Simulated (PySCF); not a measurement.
# Computed structure and properties of Ir3

System: Ir3 (quartet); start: released along the symmetry-breaking force (C∞v). Method: PySCF 2.14.0, UKS PBE0, Ir def2-SVP with ECP60; non-relativistic Hamiltonian with scalar-relativistic core potentials where named; density fitting; no spin-orbit coupling.

Input of the relaxation:

```python
mol = gto.M(atom='''
Ir     0.00000     0.00000     2.35347
Ir     0.00000     0.00000     0.06667
Ir    -0.00000    -0.00000    -2.42014''',
    basis={'Ir': 'def2-SVP'},
    ecp={'Ir': 'def2-SVP'},
    charge=0, spin=3)
mf = dft.UKS(mol, xc='PBE0')
mf.grids.atom_grid = (50, 194)
mf = mf.density_fit()  # fitting sets: Ir def2-universal-JKFIT
mf.conv_tol = 1e-08; mf.max_cycle = 55
mf.kernel(dm0)  # dm0: converged density of the start geometry
# quasi-Newton relaxation in Cartesian coordinates to a largest gradient under 0.00045 Eh/bohr
```

Run from Python with OMP_NUM_THREADS=2; the lines above give its settings. Where DIIS fails, smearing, a level shift and second-order steps follow.
It took 18 s on 2 threads of Arm Neoverse V1, on a shared host, from the converged density of the start.

Course of the relaxation:

| step | energy above end (eV) | largest force component within the symmetry (eV/Å) |
| --- | --- | --- |
| 0 | 0.0093 | 0.699 |
| 1 | 0.0005 | 0.156 |
| 2 | 0.0000 | 0.030 |
| 3 | 0.0000 | 0.008 |

Relaxed geometry (C∞v, nearly D∞h):

```xyz
3

Ir    0.0000    0.0000    2.3692
Ir    0.0000    0.0000    0.0527
Ir    0.0000    0.0000   -2.4219
```

```csv
contact,Å
Ir2–Ir1,2.316
Ir3–Ir2,2.475
Ir3–Ir1,4.791
```

On the finer grid (75, 302):

```yaml
HOMO: -6.11 eV
LUMO: -3.52 eV
Dipole_about_the_centre_of_mass: 0.19 D
Spin_squared: 5.732
Set_of_Mulliken_populations_of_Ir1_outside_the_core_potential: s 3.16, p 6.06, d 7.55, f 0.01
D3_BJ_dispersion_energy_not_in_the_energies: -0.120 eV
```

```json
{"atom": "Ir1", "Mulliken (e)": "0.21", "Löwdin (e)": "0.09", "spin (e)": "2.65"}
{"atom": "Ir2", "Mulliken (e)": "-0.37", "Löwdin (e)": "-0.10", "spin (e)": "2.29"}
{"atom": "Ir3", "Mulliken (e)": "0.16", "Löwdin (e)": "0.02", "spin (e)": "-1.94"}
```

The state is spin-contaminated.

No frequency check is given here.

One start shape was tried, so this needn't be the lowest isomer.

Open shells may have lower solutions than the one found.
